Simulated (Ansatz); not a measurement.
A structure relaxed at PBE0-D4/def2-SVP in Ansatz, charge 1, doublet:

Cartesian coordinates in Å:
```
Zr 0.307 1.108 -1.075
Zr -1.661 -0.883 -1.118
Zr 0.302 -0.548 0.966
O 0.333 -1.119 -1.034
O 0.568 1.574 1.003
O -1.608 -1.042 0.770
O 1.759 0.911 0.487
```

(1) Give its formula.

(2) Summarise the bond lengths by kind (pairs closer than 1.2 times the sum of covalent radii, bridged metal pairs left out).

## Answers

(1) the cluster Zr3O4⁺.

(2) 9 × O–Zr 1.90 to 2.23 Å; 1 × O–O 1.46 Å.

In the def2 sets Zr takes a core potential; there is no spin–orbit coupling. The structure holds 1 bond(s) between oxygen atoms. The relaxation made no stability test and no search for a lower SCF solution. No other spin state of charge 1 was run. Another isomer (doublet) lies 6.27 eV lower at PBE0-D4/def2-TZVP; other spin states weren't run for this one.
